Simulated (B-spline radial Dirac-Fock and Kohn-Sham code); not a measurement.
## Ionisation energies of ruthenium ions, computed and tabulated

Method: multi-electron Dirac-Fock with separately optimised hole states, Breit and Lamb-shift corrections added in first order. Computed with a B-spline atomic structure program. Each value is the difference of the configuration-average energies of two neighbouring ions in their tabulated ground configurations. Electron correlation is not included. NIST's values refer to the lowest levels; many for high charge states are themselves semi-empirical or theoretical. Where a p, d or f shell is open in either ion the computed value averages over both j values and all terms, while the table refers to the lowest levels; that difference holds spin-orbit splitting (largest in heavy or highly charged ions), term energies where several electrons share open shells, and correlation, and it can reach 10 % or more.

```
  ion  configuration  computed (eV)       NIST (eV)            kind  NIST − computed (eV)
Ru²⁵⁺       [Ar] 3d1         1250.0        1253 ± 4     theoretical                 +2.96
Ru²⁶⁺   [Ne] 3s2 3p6         1457.2        1447 ± 4  semi-empirical                -10.19
Ru²⁷⁺   [Ne] 3s2 3p5         1521.7    1506.7 ± 1.6  semi-empirical                -14.99
Ru²⁸⁺   [Ne] 3s2 3p4         1587.1      1577 ± 2.1  semi-empirical                -10.08
Ru²⁹⁺   [Ne] 3s2 3p3         1653.4        1659 ± 6  semi-empirical                 +5.63
Ru³⁰⁺   [Ne] 3s2 3p2         1720.6        1743 ± 4  semi-empirical                +22.44
Ru³¹⁺   [Ne] 3s2 3p1         1788.6        1794 ± 8  semi-empirical                 +5.36
Ru³²⁺       [Ne] 3s2         1942.1        1949 ± 3  semi-empirical                 +6.88
Ru³³⁺       [Ne] 3s1         2012.2  2013.04 ± 0.06  semi-empirical                 +0.80
Ru³⁴⁺   [He] 2s2 2p6         4796.5        4758 ± 3  semi-empirical                -38.50
```

Q: Where in this range is the largest relative jump, and why?

A: From Ru³³⁺ (2012.2 eV) to Ru³⁴⁺ (4796.5 eV), a factor of 2.38. The configuration goes from [Ne] 3s1 to [He] 2s2 2p6, so the next electron comes out of a deeper subshell.
